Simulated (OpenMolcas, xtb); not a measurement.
## How methods differ on Si2H4ClF (SMILES F[SiH]([SiH3])Cl)

Si2H4ClF: 8 atoms, total charge 0, spin state singlet. As SMILES, `F[SiH]([SiH3])Cl`. The coordinates come from a PBE0-D4/def2-TZVP relaxation.

```xyz
8

F    -1.3290    1.7968    0.1612
Si   -0.3829    0.8128   -0.6677
Si    0.5390   -0.7930    0.7613
Cl   -1.5341   -0.1301   -2.0759
H     0.5966    1.6554   -1.3923
H     1.3557   -0.1311    1.8123
H     1.4035   -1.6938   -0.0444
H    -0.5566   -1.5741    1.3896
```

Each level gives the energy change with the Si2–H5 bond stretched from 1.481 to 1.704 Å (eV). The values are calculated.

```tsv
level	kind	program	value (eV)	less CCSD(T)/def2-SVP
GFN0-xTB	semi-empirical	xtb	0.33	-0.02
HF/def2-SVP (unrestricted)	Hartree–Fock	OpenMolcas	0.40	+0.05
SVWN5/def2-SVP (restricted)	LDA	OpenMolcas	0.25	-0.10
revPBE/def2-SVP (restricted)	GGA	OpenMolcas	0.25	-0.10
M06-L/def2-SVP (restricted)	meta-GGA	OpenMolcas	0.34	-0.01
PBE0/def2-SVP (restricted)	global hybrid	OpenMolcas	0.31	-0.04
B2PLYP/def2-SVP (restricted)	double hybrid	OpenMolcas	0.34	-0.01
MP2/def2-SVP (restricted)	perturbation theory	OpenMolcas	0.37	+0.02
CCSD(T)/def2-SVP (restricted)	coupled cluster or CI	OpenMolcas	0.35	0.00
```

Differences are taken from CCSD(T)/def2-SVP (restricted) for orientation; it has basis-set and higher-order errors of its own. The first shape isn't each level's own minimum. The values span 0.25 to 0.40 eV.
